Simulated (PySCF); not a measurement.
# A small calculation by hand: oscillator strength and radiative lifetime

In(F)2(SH) (F2HInS), SMILES [F][In]([F])[SH].

Geometry optimised at B3LYP-D3(BJ)/def2-SVP. The def2 effective core potentials stand for the cores of In; spin–orbit coupling is left out. Other conformers were not sampled.

TDDFT-ωB97X/def2-SVPD in PySCF puts the first singlet state with f over 0.02 at 6.06 eV (vertical), with the transition dipole (-0.085, -0.638, 0.000) in atomic units.

Q: Find the oscillator strength, the wavelength and the radiative lifetime that this transition would have in vacuum if emission retraced absorption.

A: 
|μ|² = 0.4143 au, so |μ| = 1.64 D. ΔE = 6.06/27.211 = 0.2227 hartree. f = (2/3) ΔE |μ|² = 0.062 (the program prints 0.062).
λ = 1239.84/6.06 = 205 nm; ν = 48877 cm⁻¹.
Einstein's coefficient A = 0.6670 ν² f s⁻¹ (ν in cm⁻¹) = 9.8e7 s⁻¹, so τ = 1/A = 10 ns. This state is S2; the lower singlet has f = 0.016. The figure is the radiative limit of this one transition; relaxation, internal conversion, crossing to triplets and a medium change what is measured.
